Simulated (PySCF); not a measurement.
A structure optimised at B3LYP-D3(BJ)/def2-SVP, used in a PySCF frequency run:

```
C
H 1 1.1010
H 1 1.1034 2 108.88
H 1 1.1034 2 108.88 3 117.99
O 1 1.4231 2 107.73 3 -121.01
Sb 5 1.9621 1 121.41 2 -180.00
F 6 1.9417 5 96.16 1 -46.74
F 6 1.9417 7 92.77 3 -81.57
```

Task: Write its SMILES, formula and point group.

Result: C[O][Sb]([F])[F], CH3F2OSb, Cs

Task: What are its rotational constants (standard atomic weights)?

Result: 3.6176, 2.2725, 2.1404 GHz
